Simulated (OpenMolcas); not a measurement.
## Mn2+: effect of correlating more closed shells

- Program: OpenMolcas
- Basis: ANO-RCC-VTZP [6s5p3d2f1g]
- Scalar Hamiltonian: DKH2, point nucleus
- Active space: 5 electrons in 6 orbitals (3d 4s)
- State averaging: 2S+1 = 6 even, 6 roots; 2S+1 = 4 even, 59 roots kept (CI in the orbitals of an earlier block); 2S+1 = 2 even, 97 roots kept (CI in the orbitals of an earlier block)
- Spin-orbit coupling: state interaction with AMFI integrals over the reference wave functions, term energies averaged over their components

Methods on the same reference wave functions:
A. CASSCF
B. MS-CASPT2, IPEA 0.25 Eh, imaginary shift 0.1 Eh (closed shells correlated: none)
C. MS-CASPT2, IPEA 0.25 Eh, imaginary shift 0.1 Eh (closed shells correlated: 3s 3p)

Energies in eV above 3d5 6S 5/2, the measured ground level; measured values from Corliss and Sugar, J. Phys. Chem. Ref. Data 6, 1253 (1977).

```tsv
Level	A	B	C	Measured
3d5 6S 5/2	0.0000	0.0000	0.0000	0.0000
3d5 4G 5/2	4.2428	3.553	3.379	
3d5 4G 7/2	4.2446	3.556	3.382	3.3302
3d5 4G 11/2	4.2451	3.556	3.383	
3d5 4G 9/2	4.2458	3.557	3.384	
3d5 4P 5/2	4.8829	3.806	3.687	3.6163
3d5 4P 3/2	4.8882	3.811	3.693	
3d5 4P 1/2	4.8944	3.816	3.701	
3d5 4D 7/2	5.2821	4.259	4.027	4.0056
3d5 4D 1/2	5.2882	4.266	4.034	4.0132
3d5 4D 3/2	5.2929	4.269	4.039	
3d5 4D 5/2	5.2941	4.270	4.041	4.0151
3d5 2I 11/2	6.0477	5.212	4.989	4.8570
3d5 2I 13/2	6.0523	5.219	4.995	4.8573
3d4 4s 6D 1/2	6.3613	7.643	7.655	7.7437
3d4 4s 6D 3/2	6.3754	7.657	7.669	7.7575
3d4 4s 6D 5/2	6.3984	7.681	7.692	7.7797
3d4 4s 6D 7/2	6.4298	7.712	7.724	7.8096
3d4 4s 6D 9/2	6.4687	7.751	7.762	7.8464
3d5 2D 5/2(1) [71 %]	6.8167	5.428	5.205	5.1129
3d5 2D 3/2(1)	6.8707	5.480	5.251	5.1540
3d5 2F 7/2(1)	7.0010	5.604	5.407	5.2825
3d5 4F 9/2	7.1153	5.646	5.464	5.4024
3d5 4F 7/2	7.1191	5.650	5.468	5.4060
```

Deviations, from unrounded energies. A percentage is the sum of absolute deviations over the sum of measured energies, with the sign that they share, or ± where signs differ.

```tsv
Against measurement	Levels	A	B	C
mean absolute deviation (cm-1)	17	11000	1800	630
other terms of the ground configuration (%)	12	+30.8	+6.1	+1.6
other configurations (%)	5	-17.7	-1.3	-1.1
```

C lies closest to measurement on these levels and A furthest from it. The largest miss of C in the table is 3d5 2I 13/2, by +1100 cm-1. The ranking rests on the paired levels alone, and a cruder setting can come out closer through cancelling errors.

Between B and C the level of the table that moves most is 3d5 4D 7/2, by 1900 cm-1 (lowest in C, highest in B). Moves below CASPT2's spread within the term are not significant.

From A to B the spin-free energies of the other terms of 3d5 shown, above 6S, scale by factors of 0.78 to 0.86, as is usual when dynamic correlation screens the repulsion within a d or f shell.

The lowest spin-free term lies below A's lowest term by 0.110 hartree in B, 0.450 hartree in C.

What an inner shell adds also hangs on whether the basis holds functions to correlate it.

Term energies are means over components that CASPT2 splits; among the terms shown or strongly mixed into the levels shown the widest spread is 330 cm-1 (3d5 4G, C). Over all roots computed the reference weight is 0.90 to 0.99 in B, 0.87 to 0.95 in C; the roots of lowest weight are the least certain, and an intruder state may touch them. Terms from blocks run as CI alone lack orbitals of their own. A single d shell beside an s shell can misplace configurations of different d count against each other. Without dynamic correlation excited terms often stand tens of per cent too high (terms of higher spin than the ground term too low), and those without a measured partner can miss by more than the paired ones (holds for A). Blocks of more than 70 roots (2S+1 = 2 even) ran without multistate coupling (holds for B; C). Measured partners are found by configuration, term and J. A level has none where our copy of the source lacks it or the pairing is in doubt (some pairs that miss far off the trend of their configuration count as doubtful), and it then counts in no deviation. Levels of configurations outside the active space are missing. Levels that lie high or do not pair safely by name in every column are left out.

A share in square brackets marks a mixed level and gives the weight of the term that names it, the lowest over the columns. A number in round brackets counts repeated terms of one configuration in the order of the reference energies.
